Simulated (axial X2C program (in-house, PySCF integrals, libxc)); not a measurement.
TeP along the bond: HF, with spin–orbit coupling

Calculated with an axial X2C code built on PySCF integrals. Two-component (2c) means X2C with spin–orbit coupling and atomic mean-field two-electron Coulomb and Gaunt terms. Basis: Te dyall-cv3z [11s12p8d4f1g], P dyall-v3z [8s7p2d1f] (cores contracted in-house); Gaussian nuclei, density fitting, unrestricted open shells. Masses: Te 129.906 u, P 30.974 u.

State: Ω = 1/2 (⟨Sz⟩ = -0.50, ⟨Lz⟩ = 1.00 at HF). Dipoles are positive if P is the positive end.

| R (Å) | μ (D) | HOMO (eV) | LUMO (eV) |
| --- | --- | --- | --- |
| 1.962 | -0.818 | -7.39 | -0.19 |
| 2.052 | -0.641 | -7.60 | -0.35 |
| 2.120 | -0.525 | -7.74 | -0.40 |
| 2.187 | -0.420 | -7.85 | -0.42 |
| 2.255 | -0.321 | -7.96 | -0.43 |
| 2.334 | -0.209 | -8.06 | -0.42 |
| 2.413 | -0.100 | -8.14 | -0.41 |
| 2.514 | 0.035 | -8.22 | -0.39 |
| 2.638 | 0.188 | -8.28 | -0.35 |
| 2.819 | 0.327 | -8.32 | -0.29 |

(1) The minimum lies at 2.369 Å. What is the dipole moment there, and its slope?

The state is a single determinant with fixed occupations, the lowest that a limited PBE0 search found. The determinant is spin-polarised beyond a pure state at some levels (its spin-free form has ⟨S²⟩ too high), which makes Re and μ there less reliable.

## Answers

(1) At HF, 2c, with the sign and origin stated: μ = -0.16 D, dμ/dR = 1.38 D/Å.
